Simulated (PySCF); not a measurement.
Relative stability

The two ends of one reaction step of GeH3SF, closed shell (PBE0-D4/def2-TZVP).

A:

| atom | x (Å) | y (Å) | z (Å) |
| --- | --- | --- | --- |
| Ge1 | -0.7364 | 0.0778 | 0.1535 |
| F2 | 1.5796 | -0.2495 | 0.3385 |
| S3 | -0.4412 | 0.2555 | -1.8667 |
| H4 | 1.4828 | -0.1370 | -0.6013 |
| H5 | -0.7711 | 1.2664 | 1.1286 |
| H6 | -1.1073 | -1.2376 | 0.8590 |

B:

```tsv
atom	x (Å)	y (Å)	z (Å)
Ge1	-0.7624	0.2531	-0.1556
F2	-0.2231	-0.5255	1.3050
S3	0.2345	-0.6715	-1.8848
H4	1.3871	-0.0091	-1.6938
H5	-0.3702	1.7243	0.0092
H6	-2.2620	-0.0295	-0.2681
```

PySCF 2.14 with density fitting (its default auxiliary sets; JK sets also for MP2 and CCSD(T)); basis: def2-TZVPP; cores frozen in the correlated methods. Filled d shells of the heavier atoms are correlated. The def2 sets are not built for correlating such inner shells, so the correlated values are less sure here. B3LYP uses VWN-RPA correlation.

**Question.** Which structure is lower at CCSD(T), and by how much? (Judge from chemistry; the value comes from the calculation.)

**Answer.** Computed: B, by 37.42 kcal/mol (electronic energy, against the other). By their contacts, A is a complex of GeH₂S ([S][GeH2]) + HF and B is GeH₃SF ([F][GeH2][SH]).

All methods give the same order:

```csv
method,E(B) − E(A) (kcal/mol)
SPW92,-32.38
PBE-D4,-32.54
r2SCAN-D4,-36.36
PBE0-D4,-35.49
B3LYP-D4,-35.45
BHLYP-D4,-38.94
wB97M-V,-36.43
HF,-43.25
MP2,-36.70
CCSD,-38.95
CCSD(T),-37.42
```

No T1 diagnostic of these runs exceeds 0.015.

Labels in which every atom is bracketed show which atoms are joined, not bond orders.

For scale, one of the runs: CCSD(T)/def2-TZVPP, 163 basis functions, launched by `OMP_NUM_THREADS=4 python run.py`. Hardware: 4 CPU threads of an AMD EPYC 9R45, shared host. Wall time 68 s; peak host memory 1.6 GiB.
